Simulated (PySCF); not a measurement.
Consider `CN(C)[SiH3]` (C2H9NSi). Atom numbers as in the mapped SMILES `[CH3:1][N:2]([CH3:3])[SiH3:4]`.

These are calculated values, ωB97X-D3(BJ)/ma-def2-TZVP in PySCF (grid level 2) at geometries from PBE0-D3(BJ)/def2-SVP. The prefix ma- adds one diffuse s and one diffuse p function on all atoms but H. ωB97X-D3(BJ) is ωB97X-V with D3(BJ) in place of VV10. Zero-point and thermal terms (298.15 K, 1 bar) come from unscaled PBE0-D3(BJ)/def2-SVP harmonic frequencies, with soft modes damped to free rotors in the entropy.

Question: What are the vertical and the adiabatic ionisation energy for forming the radical cation?

Answer: 8.54 eV vertical and 8.10 eV adiabatic, the latter with zero-point energy.

Question: Where does the unpaired spin of the relaxed radical cation sit?

Answer: N2 (nitrogen on the metalloid) 0.85 (intrinsic atomic orbital populations).

Question: What oxidation potential follows in dichloromethane (IEF-PCM), given that Fc+/Fc comes at 4.70 V absolute with this functional and basis?

Answer: In the gas phase ΔG of oxidation is 8.061 eV, and solvation is -4.2 kJ/mol for the parent and -210.1 kJ/mol for the product, so the absolute potential is 5.93 V, or 1.23 V against Fc+/Fc. Fc+/Fc in dichloromethane, 4.70 V, is ωB97X-D3(BJ)/ma-def2-TZVP on PBE0-D3(BJ)/def2-SVP structures with GFN2-xTB thermal terms. Benchmark calculations put it near 5.0 V in acetonitrile and DMSO, so it is about 0.3 V low, and the value against it can read up to that much too high. The solvent is electrostatics only, on gas-phase structures; the absolute scale refers to an electron at rest in vacuum.

Question: How far is −ε(HOMO) from the vertical value by ΔSCF?

Answer: −ε(HOMO) = 8.82 eV, which is 0.28 eV above the ΔSCF value.
